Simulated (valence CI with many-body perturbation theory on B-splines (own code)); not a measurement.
**Re²⁶⁺ in brief**

Level of theory: valence CI with perturbative core correlation (CI+MBPT): three valence electrons over a frozen Dirac-Fock core [Kr] 4d10, radial functions for each j: 7 s, 7 p, 7 d, 7 f, 4 g, 2 h, with the one-electron correlation potential Σ1 (screened to all orders), the two-electron term Σ2, the three-electron term Σ3, Breit, model QED; selected single and double excitations, second order for the rest, scaled by the run's own slope (own B-spline code, finite nucleus).

The last digits are not significant, and no measured levels were compared; by estimate large intervals hold to a few tenths of a per cent, small ones and those within an open d or f shell to about a per cent. Excitations out of the core, of the other parity, are not computed and may begin above about 166 eV (a cautious bound); beyond it only levels of the ground parity were kept, without lifetimes.

Names give the largest LS component (configuration and term), which can be under half, so a name can repeat, a term be missing and a line seem to break the LS rules; names also repeat where a configuration has a term twice.

Rates and lifetimes use the calculated energies. Strong lines usually hold to 10 to 20 %, long lifetimes can be off by a factor of two.

What is the ground level?

4f3 4I°_9/2, composition 81 % 4f3 4I° + 17 % 4f3 2H°, g = 0.762.

Name the longest-lived excited levels whose lifetime is computed, and their main decay.

4f3 4F°_5/2 at 51508 cm⁻¹ lives 13.4 ms, mostly by M1 to 4f3 4F°_3/2; 4f3 4F°_7/2 at 58651 cm⁻¹ lives 12.9 ms, mostly by M1 to 4f3 4I°_9/2; 4f3 4G°_5/2 at 59467 cm⁻¹ lives 11.1 ms, mostly by M1 to 4f3 4F°_3/2. The lifetime of 4f3 4F°_3/2 is too uncertain to give, and may be longer.

How well does LS coupling describe the low levels?

Among the lowest 20 levels the leading LS term, summed over configurations, holds 64 % on average. For single configurations the figures are 64 % in LS and 73 % in jj coupling. Terms mix most in the J = 3/2 level at 84485 cm⁻¹, where the leading one holds 30 %.

Where does the other parity begin?

At 4f2 5s 4H_7/2, 1006200 cm⁻¹.

What is the ionisation energy?

839.87 eV; NIST lists 860 ± 40 eV (theoretical).
